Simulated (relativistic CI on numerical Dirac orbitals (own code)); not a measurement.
Ligand-field terms of d8

Computed with a parametric ligand-field model of a d^n configuration (Racah B and C, spin-orbit zeta, crystal field), exact diagonalisation.

Field parameters in Wybourne normalisation: Td as Oh with Dq negative (B⁴₀ = 21Dq, B⁴₄ = √(5/14) B⁴₀). The field is a parameter set, without covalency.

Task: Ground term and bands for B = 680, C = 2910, ζ = 0 cm⁻¹, Td, 10Dq = -9250 cm⁻¹?

Result: Ground term 3T1 with 3.94 electrons in the two orbitals of the cubic e set. Spin-allowed: 3T2 8226 cm⁻¹ (1216 nm), 3T1 17402 cm⁻¹ (575 nm), 3A2 17476 cm⁻¹ (572 nm). Lowest spin-forbidden: 1T2 10311 cm⁻¹ (970 nm), 1E 10610 cm⁻¹ (943 nm), 1T2 20091 cm⁻¹ (498 nm).

Task: Ground term and bands for B = 680, C = 2910, ζ = 0 cm⁻¹, Td, 10Dq = -11080 cm⁻¹?

Result: Ground term 3T1 with 3.95 electrons in the two orbitals of the cubic e set. Spin-allowed: 3T2 9959 cm⁻¹ (1004 nm), 3T1 19037 cm⁻¹ (525 nm), 3A2 21039 cm⁻¹ (475 nm). Lowest spin-forbidden: 1T2 10310 cm⁻¹ (970 nm), 1E 10563 cm⁻¹ (947 nm), 1A1 20851 cm⁻¹ (480 nm).

Task: Ground term and bands for B = 680, C = 2910, ζ = 0 cm⁻¹, Td, 10Dq = -11700 cm⁻¹?

Result: Ground term 3T1 with 3.95 electrons in the two orbitals of the cubic e set. Spin-allowed: 3T2 10550 cm⁻¹ (948 nm), 3T1 19599 cm⁻¹ (510 nm), 3A2 22250 cm⁻¹ (449 nm). Lowest spin-forbidden: 1T2 10307 cm⁻¹ (970 nm), 1E 10548 cm⁻¹ (948 nm), 1A1 21031 cm⁻¹ (475 nm).

Task: Ground term and bands for B = 680, C = 2910, ζ = 0 cm⁻¹, Td, 10Dq = -7410 cm⁻¹?

Result: Ground term 3T1 with 3.93 electrons in the two orbitals of the cubic e set. Spin-allowed: 3T2 6505 cm⁻¹ (1537 nm), 3A2 13915 cm⁻¹ (719 nm), 3T1 15800 cm⁻¹ (633 nm). Lowest spin-forbidden: 1T2 10293 cm⁻¹ (972 nm), 1E 10653 cm⁻¹ (939 nm), 1T2 18508 cm⁻¹ (540 nm).

Task: Ground term and bands for B = 680, C = 2910, ζ = 0 cm⁻¹, Td, 10Dq = -1290 cm⁻¹?

Result: Ground term 3T1 with 3.84 electrons in the two orbitals of the cubic e set. Spin-allowed: 3T2 1056 cm⁻¹, 3A2 2346 cm⁻¹, 3T1 11022 cm⁻¹ (907 nm). Lowest spin-forbidden: 1T2 9636 cm⁻¹ (1038 nm), 1E 10116 cm⁻¹ (989 nm), 1T2 14386 cm⁻¹ (695 nm).
